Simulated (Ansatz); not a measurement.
C5H16BNSi, SMILES `BN([SiH2]C)C(C)(C)C`, relaxed with RKS PBE0-D4/def2-TZVP in Ansatz 0.2.0 from a PBE-D4/def2-SVP geometry. The force threshold is 0.005 eV/Å; the program also tests the step.

Charge 0, multiplicity 1.

Start:

```xyz
24

B    -0.590    1.982    0.185
N    -0.122    0.662    0.309
Si    1.576    0.588    0.922
C     2.791    1.130   -0.410
C    -0.865   -0.583   -0.067
C    -1.121   -1.414    1.207
C    -0.011   -1.389   -1.067
C    -2.212   -0.256   -0.723
H     0.166    2.877    0.536
H    -1.686    2.268   -0.252
H     1.688    1.458    2.140
H     1.896   -0.822    1.342
H     2.575    2.168   -0.733
H     3.833    1.093   -0.029
H     2.721    0.469   -1.297
H    -0.174   -1.699    1.706
H    -1.666   -2.347    0.961
H    -1.731   -0.834    1.928
H     0.965   -1.684   -0.631
H     0.181   -0.794   -1.982
H    -0.534   -2.321   -1.363
H    -2.718   -1.203   -1.000
H    -2.880    0.301   -0.038
H    -2.084    0.348   -1.643
```

Problem. By how much does the energy fall, and how many steps does the optimiser take? (An estimate is asked.)

Solution. The calculation gave: 10.15 kJ/mol, in 6 steps.

Problem. Which bonds change most? (Estimate.)

Solution. Ansatz gave: N2–Si3 from 1.806 to 1.768 Å; B1–H10 from 1.214 to 1.194 Å; B1–H9 from 1.223 to 1.203 Å; Si3–C4 from 1.883 to 1.863 Å.

Problem. Give the relaxed structure. (An estimate is asked.)

Solution. The calculation gave: 
```xyz
24

B    -0.585    1.960    0.187
N    -0.112    0.653    0.305
Si    1.552    0.585    0.900
C     2.768    1.124   -0.405
C    -0.852   -0.577   -0.065
C    -1.110   -1.401    1.196
C    -0.014   -1.383   -1.056
C    -2.188   -0.250   -0.715
H     0.156    2.844    0.526
H    -1.669    2.234   -0.233
H     1.665    1.447    2.102
H     1.872   -0.808    1.317
H     2.560    2.147   -0.724
H     3.789    1.087   -0.015
H     2.714    0.474   -1.282
H    -0.178   -1.684    1.687
H    -1.651   -2.317    0.947
H    -1.712   -0.828    1.905
H     0.948   -1.674   -0.628
H     0.171   -0.800   -1.962
H    -0.538   -2.299   -1.339
H    -2.684   -1.183   -0.990
H    -2.844    0.297   -0.037
H    -2.059    0.349   -1.619
```
